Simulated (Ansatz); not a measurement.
`F[SiH2]N[SiH3]` + HCl → `[SiH3]N[SiH2]Cl` + H–F at 298.15 K and 1 bar (ligand exchange at the Si–F bond).

Program: Ansatz. Geometries: PBE0-D4/def2-TZVP. ΔE: electronic, gas phase. CCSD(T)/CBS adds triple-zeta CCSD(T) − MP2 to the extrapolated MP2 energy (def2 sets, frozen cores). This one scheme is used for every species. Each species was taken in one conformer, which may not be the lowest.

| species | CCSD(T)/CBS energy (Eh) | H − E (kJ/mol) | S (J/(mol·K)) |
| --- | --- | --- | --- |
| `F[SiH2]N[SiH3]` | -736.37696 | 182.7 | 339.7 |
| HCl | -460.38127 | 26.6 | 186.8 |
| `[SiH3]N[SiH2]Cl` | -1096.34659 | 180.1 | 353.5 |
| H–F | -100.39570 | 33.5 | 173.6 |

H − E and S are ideal-gas, rigid-rotor, harmonic terms from PBE0-D4/def2-TZVP, for one conformer and one mirror image of each species. 1 Eh = 2625.50 kJ/mol, R = 8.31446 J/(mol·K).

By hand: ΔE, ΔH, ΔS and ΔG.

ΔE = (-1096.34659) + (-100.39570) − (-736.37696) − (-460.38127) = 0.01594 Eh = 41.9 kJ/mol. Δ(H − E) = 180.1 + 33.5 − 182.7 − 26.6 = 4.3, so ΔH = 46.2 kJ/mol. ΔS = 353.5 + 173.6 − 339.7 − 186.8 = 0.6 J/(mol·K). ΔG = 46.2 − 298.15 × (0.6)/1000 = 46.0 kJ/mol.

By hand: the equilibrium constant, and the temperature at which ΔG would vanish if ΔH and ΔS stayed fixed.

log₁₀ K = −ΔG/(RT ln 10) = -8.1. ΔG = 0 at ΔH/ΔS = 77000 K, far beyond where these terms or the molecules hold.

The number of gas molecules stays the same, so ΔS is small and ΔH decides. A doubt of 5 kJ/mol in ΔE shifts log₁₀ K by 0.9 here. Other conformers and mirror images would add mixing entropy, several J/(mol·K) or more a flexible species. Modes under 60 cm⁻¹, often nearly free rotors, make the harmonic entropy too high. These are equilibria of isolated gas molecules and say nothing of rates. Largest T1 diagnostic: 0.011 (customary marks: 0.02 for closed shells, 0.045 for open ones).
